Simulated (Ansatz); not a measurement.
`C[CH2][GeH2][CH3]` → 3 C• + Ge• + 10 H•  (atomization)

Isolated molecules relaxed with PBE0-D4/def2-TZVP in Ansatz; ΔE leaves out vibrations. CBS: MP2 limit from def2 TZ/QZ plus the TZ coupled-cluster correction, frozen cores. This one scheme is used for every species, atoms too. DFT in def2-TZVPP. B3LYP here is the variant with VWN-RPA as its local correlation; programs differ in this. Open shells (•) are unrestricted, without spin–orbit coupling. Spin–orbit coupling would lower the free atoms: a little for C; clearly for Ge. For Ge outer-core shells are correlated without core-valence functions, so the limit isn't a true one: a few kJ/mol of doubt a bond, and 10 to 20 or more in all where bonds break to atoms. Scalar relativity is left out up to krypton. Each species was taken in one conformer, which may not be the lowest.

| level | ΔE (kJ/mol) | difference from CCSD(T)/CBS |
| --- | --- | --- |
| LDA (SPW92) | 5590.4 | 592.8 |
| PBE-D4 | 5021.5 | 23.9 |
| revPBE-D4 | 4929.3 | -68.3 |
| BHLYP-D4 | 4901.0 | -96.6 |
| CAM-B3LYP-D4 | 5004.1 | 6.5 |
| ωB97X-V | 4998.9 | 1.3 |
| ωB97M-V | 4984.8 | -12.8 |
| B2PLYP | 4936.5 | -61.1 |
| PBE-QIDH | 4973.2 | -24.4 |
| B3LYP | 4943.3 | -54.3 |
| LC-ωPBE | 4963.5 | -34.1 |
| HF/def2-SVP | 3831.3 | -1166.3 |
| MP2/def2-SVP | 4767.5 | -230.1 |
| HF/def2-TZVPP | 3791.1 | -1206.5 |
| SCS-MP2/def2-TZVPP | 4920.7 | -76.9 |
| HF/CBS(def2) | 3792.5 | -1205.1 |
| CCSD(T)/CBS | 4997.6 | 0 |

Largest T1 diagnostic among the species: 0.010.

The D4 term adds +39.5 kJ/mol with B3LYP and +20.9 kJ/mol with PBE0; it sums over pairs of atoms, weighted by their polarisabilities, and B3LYP, whose exchange is more repulsive, gets the larger term. Leaving LDA and LC-ωPBE aside and taking each functional with its dispersion term where it has one, the values spread over 120.6 kJ/mol, from BHLYP-D4 to PBE-D4. LDA lies +593.6 kJ/mol from PBE without D4, its usual overbinding. At CCSD(T), def2-SVP lies −220.5 kJ/mol from the extrapolated value and def2-TZVPP −89.7 kJ/mol: correlation converges slowly with the basis, and small sets miss more of it in the bonded molecule than in its fragments.

For atomizations the MP2-based limit and the directly extrapolated one differ by several kJ/mol either way, and by 10 to 25 for some Ge, Se and Sn compounds, so smaller differences from it don't rank the levels.
